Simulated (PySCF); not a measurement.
Input of a run (PBE0-D3(BJ)/def2-SVP geometry optimisation, gas phase (PySCF 2.14.0)), started from GFN2-xTB:
```
{"job": {"xc": "PBE0", "basis": "def2-SVP", "d3": "d3bj", "grid": 1, "shake": 0.01, "kind": "geom"}, "charge": 0, "multiplicity": 2}
C      3.835430     0.212090    -0.095620
C      2.593950     0.173450    -0.071800
C      1.254010     0.110210    -0.045550
C      0.062850     0.051940    -0.007730
C     -1.265290    -0.021370     0.018190
C     -2.533370    -0.073540     0.059840
C     -3.793860    -0.142960     0.094350
O     -4.955690    -0.193630     0.119940
H      4.859790     0.293890    -0.105350
```

Output (energies in Eh, forces in Eh/bohr):
```
step   0  E = -341.67843927  max force = 0.126849
step   1  E = -341.68780668  max force = 0.015612
step   2  E = -341.68843239  max force = 0.004606
step   3  E = -341.68868474  max force = 0.002714
step   4  E = -341.68872103  max force = 0.001749
step   5  E = -341.68874639  max force = 0.000749
step   6  E = -341.68875458  max force = 0.000708
step   7  E = -341.68875748  max force = 0.000391
optimisation converged
```

Task: Summarise the run.

Result: The energy falls by 0.281 eV over 8 energy and gradient evaluations, the largest force component goes from 0.1268 to 3.9e-04 Eh/bohr, and the atoms move by 0.039 Å rms after alignment. The bond that changes most is C3≡C4 (both ends carbon bonded to 2 C), which lengthens by 0.062 Å. Bonds longer at the end by more than 0.005 Å: 4 of 8; shorter: 2. Among the angles that change most is C2–C1–H9, from 177.2° to 179.9°. The energy never rose by more than 1e-6 Eh on the way. The first step brought 91 % of the lowering.

Task: What are the final bond lengths?

Result: C1≡C2 1.228 Å, C2–C3 1.342 Å, C3≡C4 1.255 Å, C4–C5 1.310 Å, C5≡C6 1.275 Å, C6–C7 1.293 Å, C7=O8 1.168 Å, C1–H9 1.075 Å. Numbering counts from 1 in the input's order; the species is HC7O radical, `C#CC#CC#C[C]=O`.

The run used 117 basis functions and 84 SCF cycles in all. Time: 37 s of wall time; peak memory 0.47 GiB. Hardware: one thread of an Intel Xeon 6975P-C, shared host with 192 logical CPUs at a one-minute load of 56.

Not checked by PBE0-D3(BJ)/def2-SVP frequencies. ⟨S²⟩ = 0.795 (exact for a doublet: 0.75).
